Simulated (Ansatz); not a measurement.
`F[SiH2]C[SiH3]` → `C[SiH3]` + `F[SiH]` at 298.15 K and 1 bar (silylene formation by 1,1-elimination).

Gas-phase electronic energies from Ansatz, PBE0-D4/def2-TZVP geometries. CBS: MP2 limit from def2 TZ/QZ plus the TZ coupled-cluster correction, frozen cores. This one scheme is used for every species. Each species was taken in one conformer, which may not be the lowest.

```tsv
species	CCSD(T)/CBS energy (Eh)	H − E (kJ/mol)	S (J/(mol·K))
`F[SiH2]C[SiH3]`	-720.28481	209.4	347.0
`C[SiH3]`	-330.73916	173.3	255.5
`F[SiH]`	-389.46371	32.3	239.1
```

H − E and S are ideal-gas, rigid-rotor, harmonic terms from PBE0-D4/def2-TZVP, for one conformer and one mirror image of each species. 1 Eh = 2625.50 kJ/mol, R = 8.31446 J/(mol·K).

Task: By hand: ΔE, ΔH, ΔS and ΔG.

Result: ΔE = (-330.73916) + (-389.46371) − (-720.28481) = 0.08194 Eh = 215.1 kJ/mol. Δ(H − E) = 173.3 + 32.3 − 209.4 = -3.8, so ΔH = 211.3 kJ/mol. ΔS = 255.5 + 239.1 − 347.0 = 147.6 J/(mol·K). ΔG = 211.3 − 298.15 × (147.6)/1000 = 167.3 kJ/mol.

Task: By hand: the equilibrium constant, and the temperature at which ΔG would vanish if ΔH and ΔS stayed fixed.

Result: log₁₀ K = −ΔG/(RT ln 10) = -29.3. ΔG = 0 at ΔH/ΔS = 1432 K.

The number of gas molecules changes by +1, which sets the sign of ΔS. A doubt of 5 kJ/mol in ΔE shifts log₁₀ K by 0.9 here. Other conformers and mirror images would add mixing entropy, several J/(mol·K) or more a flexible species. Modes under 60 cm⁻¹, often nearly free rotors, make the harmonic entropy too high. These are equilibria of isolated gas molecules and say nothing of rates. Largest T1 diagnostic: 0.015 (customary marks: 0.02 for closed shells, 0.045 for open ones).
